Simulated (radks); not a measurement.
Results of a calculation; reference values are marked as such.
Problem. Hf V, 68 electrons, occupied as [Xe] 4f14. Code: a radial shooting solver on a logarithmic mesh with Libxc functionals. Model: scalar-relativistic Kohn-Sham, LDA (Slater exchange, Perdew-Wang correlation), spin-polarised, spherical densities, point nucleus. Some entries of the table are withheld. Estimate them.

| orbital | occ. | eigenvalue (hartree) | <r^2> (bohr^2) | <r> (bohr) |
|---|---|---|---|---|
| 1s | 2 | -2398.767 | 0.0004955 | 0.01900 |
| 2s | 2 | -411.5432 | 0.007648 | 0.08042 |
| 2p | 6 | -361.6822 | 0.006288 | 0.07174 |
| 3s | 2 | -94.91999 | 0.04985 | 0.2088 |
| 3p | 6 | -80.02682 | 0.05047 | (1) |
| 3d | 10 | -62.37112 | 0.04190 | 0.1890 |
| 4s | 2 | -20.31089 | 0.2479 | 0.4685 |
| 4p | 6 | -15.42338 | 0.2823 | (2) |
| 4d | 10 | -9.10754 | 0.3329 | 0.5355 |
| 5s | 2 | -3.97663 | 1.417 | 1.123 |
| 5p | 6 | -2.79413 | 1.920 | 1.304 |
| 4f | 14 | -2.14265 | 0.5728 | 0.6692 |

Solution. 
(1) 3p <r> (bohr): 0.2087
(2) 4p <r> (bohr): 0.4980
